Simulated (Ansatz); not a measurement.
System: BN (charge 0, triplet). 
Coordinates optimised at B3LYP-D3(BJ)/def2-TZVP (Ansatz, an electronic-structure program):
```xyz
2

B      0.0000     0.0000    -0.7688
N      0.0000     0.0000     0.5492
```
Charge 0, spin multiplicity 3.

Property: vertical electron affinity (to the doublet state of charge -1; a negative value means that the extra electron is unbound and the number depends on the basis; each state is the SCF solution reached for its spin; the UHF <S^2> is 1.33 for the doublet (pure: 0.75); for the doublet T1 is 0.099), in eV. Valence correlation only, unless marked. Open shells are spin-unrestricted. No spin-orbit coupling. Non-relativistic. Anions need diffuse functions: aug- sets have them; def2-D sets add few. CBS(X,Y): correlation extrapolated as X^-3; Hartree-Fock from the larger set.

```
level                                 program  vertical electron affinity (eV)
------------------------------------  -------  -------------------------------
PBE/def2-TZVPD                         Ansatz                             3.10
r2SCAN/def2-TZVPD                      Ansatz                                …
PBE0/def2-TZVPD                        Ansatz                             2.83
wB97X/def2-TZVPD                       Ansatz                             2.82
CCSD/aug-cc-pVTZ                       Ansatz                             2.82
CCSD/def2-TZVPPD                       Ansatz                                …
CCSD(T)/CBS(def2-TZVPPD,def2-QZVPPD)   Ansatz                             3.04
```

Fill in the missing entries.


- r2SCAN/def2-TZVPD, vertical electron affinity (eV): 2.88
- CCSD/def2-TZVPPD, vertical electron affinity (eV): 2.79
